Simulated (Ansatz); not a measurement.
Cost and result for the atomization energy of C$_{6}$H$_{18}$InN$_{3}$, SMILES `C[N](C)[In]([N](C)C)[N](C)C` (28 atoms, 27 bonds).

Z-matrix (Å, degrees):
```
C
N 1 1.438
H 1 1.101 2 110.9
H 1 1.103 2 112.9 3 -119.7
H 1 1.093 2 111.2 3 119.1
In 2 2.019 1 122.4 3 -137.4
C 2 1.438 1 112.6 3 58.1
N 6 2.019 2 119.7 1 161.5
N 6 2.019 2 119.6 1 -7.3
H 7 1.102 2 111.2 1 -60.3
H 7 1.103 2 112.6 1 59.4
H 7 1.093 2 111.4 1 -180.0
C 8 1.438 6 122.4 2 -7.1
C 8 1.438 6 123.0 2 155.6
C 9 1.438 6 123.0 2 -35.5
C 9 1.438 6 122.4 2 161.4
H 13 1.101 8 110.9 6 -137.6
H 13 1.103 8 112.9 6 102.7
H 13 1.093 8 111.2 6 -18.5
H 14 1.102 8 111.2 6 135.5
H 14 1.092 8 111.4 6 15.8
H 14 1.103 8 112.6 6 -104.8
H 15 1.103 9 112.6 6 -105.1
H 15 1.102 9 111.2 6 135.2
H 15 1.092 9 111.4 6 15.5
H 16 1.103 9 112.9 6 103.1
H 16 1.093 9 111.2 6 -18.2
H 16 1.101 9 110.9 6 -137.3
```

The species carries charge 0 and has multiplicity 1. Correlated methods include outer-core shells of In, which these sets cover unevenly. In takes the def2 core potential. All single points use the PBE0-D4/def2-TZVP geometry. It is one conformer, not always the lowest. Program: Ansatz. All runs use 4 threads of an AMD EPYC 7R13 on a shared host and a share of an NVIDIA H100 80 GB. Times are those of one run each, without the atoms' runs, and a repeat can differ threefold. Electronic energies, without spin–orbit coupling; frozen cores. CCSD(T)/CBS adds CCSD(T) − MP2 in def2-TZVPP to the MP2 limit, and its time is that of the two runs behind it. T1 = 0.014. With those shells the extrapolation isn't a true limit.

CCSD(T)/CBS is a level of theory with its own doubt, some kJ/mol a heavy atom from the limit and from the frozen cores, so smaller differences don't rank the functionals.

| level | functions | wall time |
| --- | --- | --- |
| BHLYP-D4/def2-TZVPP | 581 | 3 s |
| LDA (SPW92)/def2-TZVPP | 581 | 4 s |
| ωB97X-V/def2-TZVPP | 581 | 4 s |
| revPBE-D4/def2-TZVPP | 581 | 4 s |
| BLYP-D4/def2-TZVPP | 581 | 4.2 s |
| PBE0-D4/def2-TZVPP | 581 | 4.9 s |
| r2SCAN-D4/def2-TZVPP (with forces) | 581 | 6 s |
| B97M-V/def2-TZVPP | 581 | 8 s |
| B2PLYP/def2-TZVPP | 581 | 8 s |
| CCSD(T)/def2-SVP | 242 | 11 s |
| MP2/def2-QZVPP | 1135 | 16 s |
| CCSD(T)/def2-TZVPP | 581 | 9.2 min |
| CCSD(T)/CBS(def2) | – | 9.5 min |

**Question.** What atomization energy does each give, and how far from CCSD(T)/CBS? (An estimate is asked.)

**Answer.** The calculation gave: 
```json
{"level": "BHLYP-D4/def2-TZVPP", "atomization (kcal/mol)": "2383.7", "difference from CCSD(T)/CBS": "-67.2", "per bond": "-2.5"}
{"level": "LDA (SPW92)/def2-TZVPP", "atomization (kcal/mol)": "2806.7", "difference from CCSD(T)/CBS": "355.8", "per bond": "13.2"}
{"level": "ωB97X-V/def2-TZVPP", "atomization (kcal/mol)": "2456.8", "difference from CCSD(T)/CBS": "5.9", "per bond": "0.2"}
{"level": "revPBE-D4/def2-TZVPP", "atomization (kcal/mol)": "2440.3", "difference from CCSD(T)/CBS": "-10.6", "per bond": "-0.4"}
{"level": "BLYP-D4/def2-TZVPP", "atomization (kcal/mol)": "2447.1", "difference from CCSD(T)/CBS": "-3.8", "per bond": "-0.1"}
{"level": "PBE0-D4/def2-TZVPP", "atomization (kcal/mol)": "2457.4", "difference from CCSD(T)/CBS": "6.5", "per bond": "0.2"}
{"level": "r2SCAN-D4/def2-TZVPP (with forces)", "atomization (kcal/mol)": "2442.5", "difference from CCSD(T)/CBS": "-8.4", "per bond": "-0.3"}
{"level": "B97M-V/def2-TZVPP", "atomization (kcal/mol)": "2444.0", "difference from CCSD(T)/CBS": "-6.9", "per bond": "-0.3"}
{"level": "B2PLYP/def2-TZVPP", "atomization (kcal/mol)": "2420.1", "difference from CCSD(T)/CBS": "-30.8", "per bond": "-1.1"}
{"level": "CCSD(T)/def2-SVP", "atomization (kcal/mol)": "2326.3", "difference from CCSD(T)/CBS": "-124.6", "per bond": "-4.6"}
{"level": "MP2/def2-QZVPP", "atomization (kcal/mol)": "2447.9", "difference from CCSD(T)/CBS": "-3.0", "per bond": "-0.1"}
{"level": "CCSD(T)/def2-TZVPP", "atomization (kcal/mol)": "2386.3", "difference from CCSD(T)/CBS": "-64.6", "per bond": "-2.4"}
{"level": "CCSD(T)/CBS(def2)", "atomization (kcal/mol)": "2450.9", "difference from CCSD(T)/CBS": "0.0", "per bond": "0.0"}
```

From BLYP to BHLYP (50 % exact exchange), in def2-TZVPP and without D4, the atomization energy moves by −48.5 kcal/mol: exact exchange takes away binding that semilocal exchange gives to molecules. The D4 term adds +26.1 kcal/mol with B3LYP and +14.2 kcal/mol with PBE0; it sums over pairs of atoms, weighted by their polarisabilities, and B3LYP, whose exchange is more repulsive, gets the larger term. At CCSD(T), def2-SVP lies −124.5 kcal/mol from the extrapolated value and def2-TZVPP −64.6 kcal/mol: correlation converges slowly with the basis, and small sets miss more of it in the bonded molecule than in its fragments.

B3LYP here is the variant with VWN-RPA as its local correlation; programs differ in this.

Spin–orbit coupling would lower the free In atoms strongly, and the atomization energy with them, by more than many differences here.
